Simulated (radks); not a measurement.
Results of a calculation; reference values are marked as such.
The krypton ion Kr+ inside a hard spherical wall (all orbitals vanish at R), configuration held at [Ar] 3d10 4s2 4p5 and not refilled when levels cross. Level of theory: non-relativistic Kohn-Sham, r2SCAN, spin-polarised, spherical densities, point nucleus; open shells are filled with parallel spins first; meta-GGA in the generalised Kohn-Sham scheme (a radial shooting solver on a logarithmic mesh with Libxc functionals). Eigenvalues in eV for spin up, with the zero of energy where the potential of the charges vanishes at infinity; a dash marks a level that is unbound or too diffuse for the functional's potential to be trusted. A positive occupied level is held by the wall or, in an anion where self-interaction has pushed it up, behind a barrier. The pressure on the wall is -dE/dV.

| R (bohr) | E (hartree) | kinetic (hartree) | e(3p) | e(3d) | e(4s) | e(4p) | e(5s, empty) | e(4d, empty) | pressure (GPa) |
|---|---|---|---|---|---|---|---|---|---|
| free | -2753.27341 | 2751.745 | -209.46 | -96.813 | -34.498 | -20.469 | - | - | 0 |
| 15 | -2753.27341 | 2751.745 | -209.46 | -96.813 | -34.498 | -20.469 | - | - | < 0.0001 |
| 8 | -2753.27339 | 2751.745 | -209.45 | -96.811 | -34.497 | -20.468 | -4.166 | -2.863 | 0.00147 |
| 6 | -2753.27193 | 2751.762 | -209.38 | -96.739 | -34.443 | -20.412 | -2.207 | -2.189 | 0.209 |
| 4 | -2753.16801 | 2752.523 | -207.12 | -94.498 | -32.842 | -18.591 | 10.984 | 2.429 | 32.6 |
| 3 | -2752.40102 | 2756.437 | -199.02 | -86.488 | -26.525 | -10.964 | 44.998 | 14.969 | 488 |
| 2.5 | -2750.70135 | 2763.299 | -188.70 | -76.314 | -16.330 | 1.265 | 91.217 | 32.319 | 2140 |
| 2 | -2745.22932 | 2782.019 | -168.84 | -56.647 | 11.013 | 32.793 | 196.00 | 72.192 | 11300 |
| 1.5 | -2724.09706 | 2846.083 | -124.44 | -10.892 | 103.92 | 132.98 | 478.03 | 181.45 | 86200 |
